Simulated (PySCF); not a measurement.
**Diatomic anions of Te with the second period**

r²SCAN with double-zeta basis sets in PySCF, for the lowest determinant that a PBE0 search found; no spin–orbit coupling. De refers to high-spin ground-configuration atoms (the charge goes to the atom of lower measured ionisation energy or higher electron affinity, which is not always the lowest computed limit). A positive dipole points towards Te; it is taken about the centre of mass and depends on that origin.

```
 M                       basis  charged atom  state (unpaired electrons)  Re (Å)  ωe (cm⁻¹)  De (eV)  μ (D)
Li  aug-cc-pVDZ/aug-cc-pVDZ-PP           Te−      singlet (closed shell)   2.405        499     2.09  -3.63
 B  aug-cc-pVDZ/aug-cc-pVDZ-PP           Te−      singlet (closed shell)   2.084        655     4.27   4.88
 C  aug-cc-pVDZ-PP/aug-cc-pVDZ           Te−               doublet (π ↑)   2.021        665     3.76   3.83
 N  aug-cc-pVDZ-PP/aug-cc-pVDZ           Te−              triplet (π ↑↑)   1.985        633     2.75   2.91
 O  aug-cc-pVDZ-PP/aug-cc-pVDZ           Te−               doublet (π ↑)   1.936        658     3.65   2.87
 F  aug-cc-pVDZ-PP/aug-cc-pVDZ            F−      singlet (closed shell)   2.035        498     2.51   1.52
```

Task: By what factor does the harmonic wavenumber vary along the series?

Result: At r²SCAN it runs from 498 cm⁻¹ (TeF⁻) to 665 cm⁻¹ (TeC⁻), a factor of 1.34.

The state changes along the series, so neighbouring rows are not always alike in their bonding.

Spin–orbit coupling is left out, which matters for elements this heavy, above all for dissociation energies. For an ion De counts to the pair picked by the measured ionisation energies or electron affinities, which need not be the lowest pair at this level. The highest Kohn–Sham level is positive in some of these anions. Much of that is self-interaction error, but it also means that the finite basis helps to hold the extra electron. States were picked by a PBE0 search and need not be the measured ground states.
